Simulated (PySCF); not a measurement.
PbHCl, SMILES [Cl][PbH] (connectivity only; charge and spin as stated), neutral, multiplicity 1.

The structure is a stationary point at B3LYP-D3(BJ)/def2-TZVP. The def2 effective core potentials stand for the cores of Pb; spin–orbit coupling is left out.

Method: B3LYP-D3(BJ)/def2-TZVP (PySCF).

Frequencies are harmonic and unscaled.

Computed harmonic wavenumbers and intensities:
| mode | ν (cm⁻¹) | IR (km/mol) | Raman (Å⁴/amu) | depolarisation | moving atoms (share of kinetic energy) |
|---|---|---|---|---|---|
| 1 | 301 | 52.4 | 11.1 | 0.35 | Cl 85 %, Pb 15 % |
| 2 | 522 | 30.5 | 38.5 | 0.72 | H 98 % |
| 3 | 1578 | 496.6 | 265.5 | 0.33 | H 99 % |
